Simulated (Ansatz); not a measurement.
Reactions of BH5O2Sn (`[BH2][SnH]([OH])[OH]`).

Gas-phase electronic energies from Ansatz, PBE0-D4/def2-TZVP geometries. CCSD(T)/CBS is the MP2 limit (def2-TZVPP, def2-QZVPP) plus CCSD(T) − MP2 in def2-TZVPP, frozen cores. This one scheme is used for every species. Functionals use def2-TZVPP. B3LYP here is the variant with VWN-RPA as its local correlation; programs differ in this. Elements past krypton have def2 core potentials. For Sn outer-core shells are correlated without core-valence functions, which leaves a few kJ/mol of doubt a bond. One conformer a species, not always the lowest.

```csv
reaction,PBE0-D4 (kcal/mol),CCSD/CBS(def2) (kcal/mol),B3LYP-D4 (kcal/mol),ωB97M-V (kcal/mol)
`[BH2][SnH]([OH])[OH]` + `FC1C=C1` → `BC1(F)C=C1` + `[OH][SnH2][OH]`,-7.1,-5.8,-7.5,-8.1
`[BH2][SnH]([OH])[OH]` + `N[SiH]1CN1` → `BN[SiH]1CN1` + `[OH][SnH2][OH]`,-36.4,-34.7,-36.8,-37.1
`[BH2][SnH]([OH])[OH]` + `O[SiH2]F` → `B[SiH](O)F` + `[OH][SnH2][OH]`,3.5,5.5,4.3,4.4
`[BH2][SnH]([OH])[OH]` + `BN` → `BNB` + `[OH][SnH2][OH]`,-27.2,-26.9,-27.8,-28.3
`[BH2][SnH]([OH])[OH]` + `BS` → `BSB` + `[OH][SnH2][OH]`,-19.4,-18.2,-18.8,-19.4
`[BH2][SnH]([OH])[OH]` + `FC([SiH3])S` → `BSC(F)[SiH3]` + `[OH][SnH2][OH]`,-26.8,-24.3,-26.2,-26.3
```

**Question.** Give the CCSD(T)/CBS values in the same order. (An estimate is asked.)

**Answer.** Ansatz gave: -6.3, -35.3, 5.5, -26.9, -18.7, -25.2 kcal/mol.

Largest T1 diagnostic: 0.015, for `BS`.
